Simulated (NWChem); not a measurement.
System: CH2NO, doublet; SMILES [NH]C=O

The following NWChem deck was run.

```
start job
memory heap 200 mb stack 900 mb global 1100 mb
geometry units angstroms noautosym nocenter noautoz
  N      0.186231    -1.136432    -0.026404
  C     -0.447246     0.035605     0.028772
  O      0.236876     1.087632    -0.014444
  H      1.175457    -1.071256     0.277846
  H     -1.561132     0.051025    -0.038100
end
basis spherical
  N library cc-pvtz
  C library cc-pvtz
  O library cc-pvtz
  H library cc-pvtz
end
dft
  odft
  mult 2
  xc hfexch
  iterations 150
end
property
  efieldgrad
end
task dft property
```

Geometry: optimised at PBE-D3(BJ)/def2-SVP, spin-unrestricted. The determinant is spin-contaminated (<S²> = 0.98). No stability test was run on the SCF state.

Vzz is the largest principal value of the second derivative of the potential at the nucleus (NWChem prints the opposite sign); η is the asymmetry. Non-relativistic.

Atoms are numbered as in the input.

Q: Give the results of this calculation. (UHF/cc-pVTZ.) Quantities: Vzz N1 (a.u.); η N1; Vzz O3 (a.u.); η O3.

A: 
```json
{
 "Vzz N1 (a.u.)": "-1.183",
 "η N1": "0.57",
 "Vzz O3 (a.u.)": "-2.428",
 "η O3": "0.69"
}
```
